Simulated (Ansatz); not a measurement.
Ideal-gas functions of C₃H₄AlN, SMILES `C=C=C=[N][AlH2]` at 800 K and 1 bar, from an Ansatz frequency run at PBE0-D4/def2-TZVP.

Molar mass 81.05 g/mol, point group C2v (symmetry number 2), electronic degeneracy 1, moments of inertia 5.711, 374.807, 377.071 u Å². Harmonic wavenumbers (cm⁻¹, unscaled): 55, 93, 105, 253, 339, 465, 519, 538, 581, 631, 757, 985, 1051, 1069, 1472, 1846, 1957, 1968, 2280, 3087, 3154.

Use S(trans) = R[1.5 ln M + 2.5 ln T − 1.1517]; rotational temperatures θ = 24.2544 K / I; S(rot) = R[ln(√π/σ · √(T³/θAθBθC)) + 1.5]; for each mode x = 1.438777 ν̃/T, S = R[x/(eˣ − 1) − ln(1 − e⁻ˣ)] and H = RT x/(eˣ − 1); 1 cm⁻¹ = 0.0119627 kJ/mol; R = 8.31446 J/(mol·K).

By hand: the entropy, in J/(mol·K).

Translation 184.2. Rotation: θ = 4.247, 0.0647, 0.0643 K, giving 111.6. Vibration, mode by mode: 27.55, 23.19, 22.19, 14.93, 12.56, 10.04, 9.18, 8.91, 8.32, 7.70, 6.36, 4.57, 4.16, 4.05, 2.29, 1.34, 1.14, 1.12, 0.71, 0.21, 0.19, in all 170.7. Electronic 0.0. Sum 466.5 J/(mol·K).

By hand: H − E and G − E in kJ/mol, counted from the electronic energy.

Zero-point energy ½ × 23205 × 0.0119627 = 138.8; thermal vibration 62.4; translation, rotation and pV give 4 RT = 26.6. H − E = 227.8 kJ/mol, and G − E = 227.8 − 800 × 466.5/1000 = -145.4 kJ/mol.

Vibration gives 37 % of the entropy, 72.9 J/(mol·K) of it from the modes under 150 cm⁻¹: soft modes count most, and the harmonic formula is weakest for them.
